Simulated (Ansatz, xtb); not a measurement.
**Relaxing a trial structure of F2H3Si3**

The starting geometry of this gas-phase doublet has its atoms placed at random.

```yaml
atoms:
  - { symbol: F, position_ang: [0.3088, 0.7056, 0.3757] }
  - { symbol: F, position_ang: [-0.8344, -1.1764, 0.1904] }
  - { symbol: Si, position_ang: [-1.7493, -0.8436, -1.2805] }
  - { symbol: Si, position_ang: [1.4443, -1.0704, -1.1379] }
  - { symbol: Si, position_ang: [-1.7706, 0.9642, 0.4651] }
  - { symbol: H, position_ang: [-1.2400, 0.3050, -0.6590] }
  - { symbol: H, position_ang: [-0.0168, 1.1004, 0.9502] }
  - { symbol: H, position_ang: [-0.1606, -1.9333, 0.0435] }
```

Problem. Guess where an optimisation with r2SCAN-D4/def2-SVP ends from this start.

Solution. It ends as a structure with F1 bridging Si4 and H7, H6 bridging Si5 and Si3, given below by its coordinates. Distances that change by over a tenth: F1–Si4 (2.60 → 2.03 Å), F1–H7 (0.77 → 1.00 Å), Si3–Si5 (2.51 → 2.24 Å), Si3–H6 (1.40 → 1.72 Å), Si5–H6 (1.41 → 1.71 Å), Si5–H7 (1.82 → 4.51 Å). Contacts that open: F2–H8 (1.02 → 3.37 Å). Contacts that close: Si3–Si4 (3.20 → 2.41 Å), Si4–H8 (2.17 → 1.53 Å).

The energy falls by 10.28 eV over 33 steps:

| step | E − E(last) (eV) |
| --- | --- |
| 1 | 10.284 |
| 5 | 4.067 |
| 8 | 1.839 |
| 12 | 0.938 |
| 15 | 0.698 |
| 19 | 0.550 |
| 22 | 0.265 |
| 26 | 0.022 |
| 29 | 0.001 |
| 33 | 0.000 |

Final geometry (Å):

```csv
atom,x (Å),y (Å),z (Å)
F,1.2954,-0.2331,0.9524
F,-1.0381,-0.2485,1.2295
Si,-1.2956,-0.3623,-0.4985
Si,1.0496,-0.3444,-1.0568
Si,-3.3226,0.1732,-1.2754
H,-2.0329,1.1721,-0.7709
H,0.3547,-0.2356,1.2977
H,0.9708,-1.8698,-0.9305
```

From the same start GFN2-xTB ends elsewhere, in pieces: FH2Si3 + FH.

From so rough a start the end depends on the optimiser's path, so another program may land elsewhere. The end wasn't checked by frequencies. Open shells are spin-unrestricted. Run with Ansatz 0.2.0, 4.3 min on 2 threads of Intel(R) Xeon(R) 6975P-C (Granite Rapids), with other jobs on the host.
